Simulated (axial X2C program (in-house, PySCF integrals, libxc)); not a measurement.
Curves of OPmS⁺ from open-shell CI on f(δφ)2 f(π)0

Computed with an axial X2C code built on PySCF integrals: two-component X2C with atomic mean-field Coulomb and Gaunt terms, basis O dyall-v3z, Pm dyall-v3z, S dyall-v3z (cores contracted in-house). Orbitals come from Hartree–Fock averaged over the configuration Pm f(δφ)2 f(π)0; CI then distributes these electrons over the f(δφ), f(π) shells of Pm.

Scan along the O–Pm bond with PmS moving as one mass, its bond held at 2.150 Å; masses O 15.995 u, Pm 144.913 u, S 31.972 u. Energies in cm⁻¹ from the lowest point; levels are followed by energy order within each Ω. Lowest level at 1.693 Å: 100% f(δφ)2.

```tsv
R (Å)	(1)Ω=4	(1)Ω=5	(1)Ω=0	(1)Ω=1	(1)Ω=6
1.574	3417	7189	8150	10517	10251
1.634	851	4877	5439	7982	8112
1.693	0	4276	4478	7165	7695
1.761	495	5052	4893	7711	8692
1.828	2030	6850	6383	9300	10710
1.905	4517	9620	8849	11909	13737
1.998	7790	13226	12131	15268	17672
```

(1) Fit the curves (1)Ω=4, (1)Ω=5, (1)Ω=0, (1)Ω=6 near their minima.

The 5 lowest curves are shown; the next is (1)Ω=2, from 14388 cm⁻¹.

There is no dynamic correlation: spin–orbit spacings and, for f shells, spacings inside one term are the most reliable numbers, splittings between terms come out too wide, and energies between configurations are not reliable, so the lowest level need not be the ground state of the molecule. At most 6 roots were kept for each Ω > 0 (twice that for Ω = 0) within 3.5 eV of the lowest, so higher up levels can be missing between those listed; levels with Ω > 0 are doubly degenerate and listed once, Ω = 0 levels singly. States that fill the shells left empty in the average are placed too high. The molecule was held linear; bending was not examined.

## Answers

(1) From the open-shell CI curves, Te from the lowest:

| level | Te (cm⁻¹) | Re (Å) | ωe (cm⁻¹) |
| --- | --- | --- | --- |
| (1)Ω=4 | 0 | 1.702 | 868.5 |
| (1)Ω=5 | 4288 | 1.690 | 897.2 |
| (1)Ω=0 | 4462 | 1.706 | 872.0 |
| (1)Ω=6 | 7682 | 1.681 | 922.4 |

Without dynamic correlation distances can be off by several hundredths of an Å (long for ionic bonds, short for multiple bonds) and the wavenumbers are rough.
